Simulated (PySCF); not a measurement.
**Hf: excitation energy**

Hf [Xe] 4f14 5d2 6s2 (3F) → Hf [Xe] 4f14 5d4 (5D), as a difference of total energies. Computed with PySCF 2.14 in aug-cc-pwCVDZ-PP with ECP60MDF (6s6p5d3f, 70 functions), with a scalar-relativistic core potential. Correlated levels: valence: 5s2 5p6 frozen; valence and next inner shell: nothing frozen outside the core potential. The calculations carry no spin-orbit coupling.

| method | excitation energy (eV) |
| --- | --- |
| UHF | 4.360 |
| LDA | 4.121 |
| PBE | 3.985 |
| PBE0 | 4.072 |
| r2SCAN | 4.069 |
| CAM-B3LYP | 4.668 |
| wB97X | 5.236 |
| B2PLYP | 4.694 |
| MP2 (valence) | 4.673 |
| SCS-MP2 (valence) | 5.303 |
| MP2 (valence and next inner shell) | 4.827 |
| SCS-MP2 (valence and next inner shell) | 5.361 |

**Question.** How much does correlation contribute at MP2 (valence and next inner shell)?

**Answer.** 4.827 − (4.360) = 0.467 eV, measured against UHF.
